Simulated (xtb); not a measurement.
OZn, SMILES [Zn]=[O]. All values are semi-empirical tight-binding results from xtb (GFN2-xTB unless named), good for trends rather than for accurate numbers. The structure is a stationary point at GFN2-xTB.

For metal compounds this method's bond lengths and energies can be far off.

```
Property                      Result
---------------------------  -------
point group as xtb finds it      C∞v
orbital gap                  2.42 eV
```
